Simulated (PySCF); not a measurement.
**Boron: a sound run and one with changed settings**

Sound run: B⁺ [He] 2s2, B²⁺ [He] 2s1. All numbers are calculated (PySCF 2.14, the spin-free X2C one-electron Hamiltonian (Gaussian nucleus), in cc-pVTZ-DK (4s3p2d1f, 30 functions)). In the sound run the correlated levels freeze 1s2. The sound run starts from symmetry-adapted Hartree-Fock orbitals and uses a fine grid where one is needed.

Changed run: initial guess atom, at most 50 SCF cycles.

```tsv
species	method	sound run (hartree)	changed run (hartree)	converged
B⁺	UHF	-24.24351	-24.24351	yes
B⁺	M06-2X	-24.35192	-24.35192	yes
B⁺	CCSD(T)	-24.30326	-24.30326	yes
B²⁺	PBE	-23.39435	-23.39435	yes
```

Here the plain start reaches the same solutions.
